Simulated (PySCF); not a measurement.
Harmonic spectrum computed at PBE0 in the def2-TZVP basis family (core potentials from Rb on, PySCF, no spin–orbit coupling):

```json
{"ω (cm⁻¹)": "254", "IR (km/mol, summed over degenerate members)": "1.3", "degeneracy": "2"}
{"ω (cm⁻¹)": "455", "IR (km/mol, summed over degenerate members)": "4.9", "degeneracy": "1"}
{"ω (cm⁻¹)": "479", "IR (km/mol, summed over degenerate members)": "0.0", "degeneracy": "1"}
{"ω (cm⁻¹)": "969", "IR (km/mol, summed over degenerate members)": "695", "degeneracy": "2"}
```

Q: Which molecule gave it? In each, all ligands are bound to the one heavy central atom.
A. WCl₃ (quartet)
B. GaCl₃ (singlet)
C. AlCl₃ (singlet)
D. SiCl₃ (doublet)
E. BCl₃ (singlet)

A: E. It has D3h symmetry with B–Cl 1.737 Å (×3).
